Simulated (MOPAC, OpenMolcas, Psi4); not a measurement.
B2NH2OF (SMILES OB1NB1F): the dipole moment, rung by rung

The species is B2NH2OF (7 atoms), meant as a singlet with charge 0. SMILES: `OB1NB1F`. The shape is that of a PBE0-D4/def2-TZVP optimisation. This is one conformer, not always the lowest.

```xyz
7

O    -1.2767    0.1764    1.3081
B    -0.3790    0.1502    0.3042
N     0.6322   -0.7682   -0.0948
B     0.5870    0.3397   -0.9541
F     1.2500    0.7241   -2.0253
H    -1.8294    0.9602    1.2934
H     1.0772   -1.6504    0.1229
```

Quantity: the dipole moment, in D. The values are calculated.

| level | kind | program | value (D) | CPU time |
| --- | --- | --- | --- | --- |
| PM6 | semi-empirical | MOPAC | 1.08 | under 2 s |
| HF/def2-SVP | Hartree–Fock | OpenMolcas | 1.18 | 12 s |
| SVWN5/def2-SVP | LDA | OpenMolcas | 1.27 | 37 s |
| revPBE/def2-SVP | GGA | OpenMolcas | 1.21 | 48 s |
| TPSS/def2-SVP | meta-GGA | OpenMolcas | 1.21 | 62 s |
| PBE0/def2-SVP | global hybrid | OpenMolcas | 1.22 | 42 s |
| wB97X-D/def2-SVP (density fitting) | range-separated hybrid | Psi4 | 1.21 | 12 s |

The values span 1.08 to 1.27 D. Magnitudes only. CPU times are rough (shared hosts, several kinds of processor and program).
